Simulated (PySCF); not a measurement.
A structure optimised at B3LYP-D3(BJ)/def2-SVP, used in a PySCF frequency run:

```
Ti
O 1 1.6978
H 2 0.9770 1 164.75
Cl 1 2.1246 2 111.18 3 -62.05
Cl 1 2.1246 2 111.18 3 62.05
```
Charge +1, spin multiplicity 1.

Q: Write its SMILES, formula and point group.

A: [OH][Ti+]([Cl])[Cl], Cl2HOTi, Cs

Q: What are its rotational constants (standard atomic weights)?

A: 4.2295, 2.2155, 1.5519 GHz
